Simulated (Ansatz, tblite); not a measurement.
Cost and result up the ladder for Ga₇P₈H₂₆⁺, a nanocrystal cut from zinc blende GaP (hydrogen-capped) (41 atoms). Charge 1, multiplicity 1. Geometry: r2SCAN-D4/def2-SVP.

```csv
atom,x (Å),y (Å),z (Å)
Ga1,0.7874,-3.5193,3.6526
Ga2,3.0357,-2.9408,-0.0260
Ga3,1.2018,0.4094,1.6705
Ga4,0.2413,1.3304,-1.9793
Ga5,-1.1477,-2.1164,-0.4686
Ga6,-1.4724,4.3898,0.2394
Ga7,-3.8824,1.7339,-2.1286
P8,0.5894,-1.0913,3.4316
P9,3.1274,-0.6529,0.6854
P10,0.3136,3.5816,-1.2067
P11,2.5637,-4.0162,2.0475
P12,0.9950,-3.0086,-1.2447
P13,-0.3869,0.1247,-0.0386
P14,-1.7674,1.2842,-3.2509
P15,-3.3257,3.9047,-1.2256
H16,1.4155,-3.7622,5.0548
H17,-0.4999,-4.1272,3.0323
H18,4.3103,-3.4285,-0.7659
H19,1.5353,1.8527,2.1473
H20,1.5340,0.7821,-2.6611
H21,-1.4090,-2.8386,0.8871
H22,-2.0698,-2.1058,-1.7258
H23,-1.2985,5.9253,0.4082
H24,-1.5220,3.3277,1.3859
H25,-3.8774,0.7466,-0.9187
H26,-4.9823,1.8764,-3.2173
H27,1.1321,-0.5062,4.6062
H28,-0.7772,-0.7817,3.6598
H29,4.2566,-0.5034,1.5332
H30,3.5635,0.1393,-0.4087
H31,1.5615,3.7426,-0.5482
H32,0.5477,4.4313,-2.3213
H33,3.8206,-4.0429,2.7083
H34,2.4712,-5.3972,1.7311
H35,0.8384,-4.3735,-1.6038
H36,1.3292,-2.4938,-2.5254
H37,-1.5181,0.8330,0.4529
H38,-1.8203,0.0070,-3.8682
H39,-1.5761,2.0832,-4.4104
H40,-4.4839,4.3310,-0.5228
H41,-3.3544,4.8698,-2.2675
```

Ansatz on 2 threads of AMD EPYC 7R13 on a shared host and a share (18 GiB) of an NVIDIA H100 80GB HBM3; xTB runs through tblite on one thread. Times are rough, summed over both states, and most runs start from the orbitals of an earlier one. PBE0-D4/def2-SVP serves as the yardstick here, not as an exact answer. The other state is a doublet.

The xTB rows come from tblite. Single mean-field runs in def2-SVP are fitted with def2-universal-jkfit.

Run but left out: PBE-D4/def2-SVP (charge +2 doublet: an occupied level 0.00 eV above an empty one).

Raw xTB energies of ions are shifted by several eV.

| level | functions | wall time | vertical IE (eV) | difference from PBE0-D4/def2-SVP (eV) |
| --- | --- | --- | --- | --- |
| GFN2-xTB | 161 | 0.37 s | 15.21 | 3.78 |
| GFN1-xTB | 187 | 0.5 s | 15.07 | 3.64 |
| HF/def2-SVP (with forces) | 498 | 18 s | 11.50 | 0.08 |
| PBE0-D4/def2-SVP | 498 | 22 s | 11.43 | 0.00 |
